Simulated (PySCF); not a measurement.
## Sm⁵⁵⁺: ionisation energy

Sm⁵⁵⁺ [He] 2s2 2p3 (4S) → Sm⁵⁶⁺ [He] 2s2 2p2 (3P), as a difference of total energies. Calculation: PySCF 2.14, in an uncontracted even-tempered set (19 s from 32 bohr⁻², ratio 2.2; 12 p from 41 bohr⁻², ratio 2.2; 5 d from 160 bohr⁻², ratio 2.4; 5 f from 230 bohr⁻², ratio 2.4; 4 g from 350 bohr⁻², ratio 2.4); scalar relativity by spin-free X2C-1e. Correlated levels: nothing frozen; virtual orbitals above 40 to 60 times the deepest correlated orbital energy dropped. The calculations carry no spin-orbit coupling.

```tsv
method	ionisation energy (eV)	difference from reference (eV)
UHF	11590.8	+253.8
LDA	11584.0	+247.0
PBE	11585.7	+248.7
PBE0	11587.3	+250.3
r2SCAN	11591.3	+254.3
r2SCANh	11591.4	+254.4
BP86	11587.0	+250.0
MP2 (all electrons)	11590.8	+253.8
SCS-MP2 (all electrons)	11590.2	+253.2
```

Reference: 11337 ± 5 eV (theoretical estimate listed by NIST; NIST Atomic Spectra Database, ionization energies).

Spin-orbit coupling is strong in these open shells (close to jj coupling). The scalar numbers leave it out and a first-order estimate fails, so it can dominate the gap to the real levels.

For this ion Breit and QED terms and the two-electron picture change, all absent here, outweigh the differences among the correlated methods.
